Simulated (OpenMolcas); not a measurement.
Levels of B I by method

```yaml
Program: OpenMolcas 26.06
Basis: ANO-R1 [3s2p1d]
Scalar_Hamiltonian: X2C, finite nucleus
Active_space: 3 electrons in 4 orbitals (2s 2p)
State_averaging: 2S+1 = 4 odd, 1 root (0 in the spin-orbit step); 2S+1 = 2 odd, 3 roots; 2S+1 = 4 even, 3 roots; 2S+1 = 2 even, 5 roots
Spin-orbit_coupling: state interaction with AMFI integrals over the reference wave functions, term energies averaged over their components
```

Methods on the same reference wave functions:
A. CASSCF
B. SS-CASPT2, IPEA 0.25 Eh, imaginary shift 0.1 Eh (closed shells correlated: 1s)

Energies in cm-1 above 2s2 2p 2P* 1/2, the measured ground level; measured values from NIST Handbook of Basic Atomic Spectroscopic Data.

```csv
Level,A,B,Measured
2s2 2p 2P* 1/2,0.0,0.0,0.0
2s2 2p 2P* 3/2,14.2,14.2,15.3
2s 2p2 4P 1/2,24118,26769,28870
2s 2p2 4P 3/2,24123,26774,28875
2s 2p2 4P 5/2,24131,26782,28881
2s 2p2 2D 3/2,54832,50969,47857
2s 2p2 2D 5/2,54832,50969,47857
```

Deviations, from unrounded energies. A percentage is the sum of absolute deviations over the sum of measured energies, with the sign that they share, or ± where signs differ.

```tsv
Against measurement	Levels	A	B
mean absolute deviation (cm-1)	6	4700	2100
fine structure of the ground term (%)	1	-6.8	-6.8
other configurations (%)	5	±15.5	±6.9
```

B lies closest to measurement on these levels. The largest miss of B in the table is 2s 2p2 2D 5/2, by +3100 cm-1. The ranking rests on the paired levels alone, and a cruder setting can come out closer through cancelling errors.

The lowest spin-free term lies below A's lowest term by 0.025 hartree in B.

Without dynamic correlation excited terms often stand tens of per cent too high (terms of higher spin than the ground term too low), and those without a measured partner can miss by more than the paired ones (holds for A). Computed and measured levels are paired by configuration, term and J; levels that our copy of the source lacks, or whose pairing is in doubt (as where it misses far off the trend of its configuration), stay unpaired and out of the deviations. Only configurations of the active space appear.

* marks odd parity.
